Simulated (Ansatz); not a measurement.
Calculated with Ansatz (gas phase, PBE0-D4/def2-TZVP geometries, no zero-point term in ΔE). CBS: MP2 limit from def2 TZ/QZ plus the TZ coupled-cluster correction, frozen cores. This one scheme is used for every species. DFT in def2-TZVPP. B3LYP here is the variant with VWN-RPA as its local correlation; programs differ in this. Each species was taken in one conformer, which may not be the lowest.

`CBC(C)F` + H₂ → `CBCF` + CH₄  (hydrogenolysis of a C–C bond)

CCSD(T)/CBS gives -54.4 kJ/mol.

**Question.** Another level gave -57.2 kJ/mol. Which?
A. PBE0-D4/def2-TZVPP
B. B2PLYP/def2-TZVPP
C. HF/def2-TZVPP
D. B3LYP/def2-TZVPP

**Answer.** A. PBE0-D4 -57.2, B2PLYP -62.2, HF/def2-TZVPP -75.5, B3LYP -67.3 kJ/mol.

Largest T1 diagnostic among the species: 0.011.

The D4 term adds +8.4 kJ/mol with B3LYP and +4.7 kJ/mol with PBE0; it sums over pairs of atoms, weighted by their polarisabilities, and B3LYP, whose exchange is more repulsive, gets the larger term. In def2-TZVPP, CCSD(T) changes the Hartree–Fock value by +19.7 kJ/mol (the triples alone add +4.0 kJ/mol) and MP2 by +22.3 kJ/mol.
